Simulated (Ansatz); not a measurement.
Cost and result for the atomization energy of C$_{3}$H$_{6}$OZn, SMILES `[CH3][Zn][CH2]C=O` (11 atoms, 10 bonds).

| atom | x (Å) | y (Å) | z (Å) |
| --- | --- | --- | --- |
| C1 | -0.986 | -2.192 | 0.470 |
| Zn2 | 0.043 | -0.576 | 0.188 |
| C3 | 1.113 | 1.063 | -0.065 |
| C4 | 0.239 | 2.097 | -0.632 |
| O5 | -0.454 | 2.859 | 0.001 |
| H6 | -1.548 | -2.132 | 1.405 |
| H7 | -1.699 | -2.342 | -0.345 |
| H8 | -0.335 | -3.067 | 0.518 |
| H9 | 1.949 | 0.822 | -0.726 |
| H10 | 1.462 | 1.340 | 0.933 |
| H11 | 0.216 | 2.129 | -1.746 |

Total charge 0; spin multiplicity 1. For Zn the d shell is correlated and the shells below it are frozen. Scalar relativity is left out up to krypton. The geometry is a stationary point of PBE0-D4/def2-TZVP. It is one conformer, not always the lowest. Program: Ansatz. All runs use 2 threads of an AMD EPYC 7R13 on a shared host and a share of an NVIDIA H100 80 GB. Times are those of one run each, without the atoms' runs, and a repeat can differ threefold. Electronic energies, without spin–orbit coupling; frozen cores. CCSD(T)/CBS adds CCSD(T) − MP2 in def2-TZVPP to the MP2 limit, and its time is that of the two runs behind it. T1 = 0.015. With those shells the extrapolation isn't a true limit. B3LYP takes the VWN-RPA correlation (the form of Gaussian; ORCA's B3LYP/G).

CCSD(T)/CBS is a level of theory with its own doubt, some kJ/mol a heavy atom from the limit and from the frozen cores, so smaller differences don't rank the functionals.

```json
{"level": "B3LYP-D4/def2-TZVPP (with forces)", "functions": "272", "atomization (kJ/mol)": "4054.0", "difference from CCSD(T)/CBS": "-6.2", "per bond": "-0.6"}
{"level": "ωB97M-V/def2-TZVPP (with forces)", "functions": "272", "atomization (kJ/mol)": "4077.1", "difference from CCSD(T)/CBS": "16.9", "per bond": "1.7"}
{"level": "r2SCAN-D4/def2-TZVPP (with forces)", "functions": "272", "atomization (kJ/mol)": "4100.7", "difference from CCSD(T)/CBS": "40.5", "per bond": "4.0"}
{"level": "CCSD(T)/def2-TZVPP", "functions": "272", "atomization (kJ/mol)": "3965.8", "difference from CCSD(T)/CBS": "-94.4", "per bond": "-9.4"}
{"level": "CCSD(T)/CBS(def2)", "functions": "–", "atomization (kJ/mol)": "4060.2", "difference from CCSD(T)/CBS": "0.0", "per bond": "0.0"}
{"level": "MP2/def2-QZVPP", "functions": "508", "atomization (kJ/mol)": "4113.5", "difference from CCSD(T)/CBS": "53.3", "per bond": "5.3"}
{"level": "PBE-D4/def2-TZVPP (with forces)", "functions": "272", "atomization (kJ/mol)": "4177.1", "difference from CCSD(T)/CBS": "116.9", "per bond": "11.7"}
{"level": "PBE0-D4/def2-TZVPP", "functions": "272", "atomization (kJ/mol)": "4093.2", "difference from CCSD(T)/CBS": "33.0", "per bond": "3.3"}
{"level": "B2PLYP/def2-TZVPP", "functions": "272", "atomization (kJ/mol)": "4027.9", "difference from CCSD(T)/CBS": "-32.3", "per bond": "-3.2"}
{"level": "ωB97X-V/def2-TZVPP", "functions": "272", "atomization (kJ/mol)": "4079.1", "difference from CCSD(T)/CBS": "18.9", "per bond": "1.9"}
```

(1) Order the runs by time, with rough figures. (Estimate.)

## Answers

(1) The calculation gave: PBE0-D4/def2-TZVPP 1.7 s; PBE-D4/def2-TZVPP (with forces) 1.9 s; B3LYP-D4/def2-TZVPP (with forces) 1.9 s; r2SCAN-D4/def2-TZVPP (with forces) 2.1 s; B2PLYP/def2-TZVPP 2.4 s; ωB97M-V/def2-TZVPP (with forces) 2.9 s; MP2/def2-QZVPP 3.3 s; ωB97X-V/def2-TZVPP 3.7 s; CCSD(T)/def2-TZVPP 4.7 s; CCSD(T)/CBS(def2) 8 s.

From PBE to PBE0 (25 % exact exchange), in def2-TZVPP and without D4, the atomization energy moves by −81.1 kJ/mol: exact exchange takes away binding that semilocal exchange gives to molecules. In def2-TZVPP, CCSD(T) changes the Hartree–Fock value by +1029.9 kJ/mol (the triples alone add +67.3 kJ/mol) and MP2 by +1121.0 kJ/mol; breaking electron pairs costs correlation energy, which Hartree–Fock lacks. The D4 term adds +28.5 kJ/mol with B3LYP and +14.9 kJ/mol with PBE0; it sums over pairs of atoms, weighted by their polarisabilities, and B3LYP, whose exchange is more repulsive, gets the larger term.
